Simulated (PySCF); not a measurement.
Cluster models of a semiconductor or oxide, Si6H12, framework changed. Isolated molecules, 0 K electronic values unless said otherwise. One relaxed conformer stands for each flexible species; it need not be the lowest. Strings in code marks are SMILES.

Calculation: PySCF with PBE-D3(BJ)/def2-TZVP // PBE0-D3(BJ)/def2-SVP. All candidates: neutral, multiplicity 1. Excitations are Tamm–Dancoff values on a coarser integration grid. The basis has no diffuse functions, so Rydberg states are missing or too high.

| Property | Value |
|---|---|
| LUMO | -1.84 eV |
| HOMO–LUMO gap | 4.54 eV |
| S1 excitation (TDA) | 4.76 eV |

Question: Which member has these values?
A) `[SiH2]1[SiH2][SiH2][SnH2][SiH2][SiH2]1`
B) `O1[SiH2][SiH2][SiH2][SiH2][SiH2]1`
C) `[SiH2]1[SiH2][SiH2][GaH][SiH2][SiH2]1`
D) `[SiH2]1[SiH2][SiH2]S[SiH2][SiH2]1`

Answer: B, `O1[SiH2][SiH2][SiH2][SiH2][SiH2]1`. The others give `[SiH2]1[SiH2][SiH2]S[SiH2][SiH2]1`: -1.71 eV, 4.26 eV, 4.41 eV; `[SiH2]1[SiH2][SiH2][GaH][SiH2][SiH2]1`: -3.21 eV, 2.95 eV, 3.18 eV; `[SiH2]1[SiH2][SiH2][SnH2][SiH2][SiH2]1`: -1.61 eV, 4.92 eV, 5.10 eV
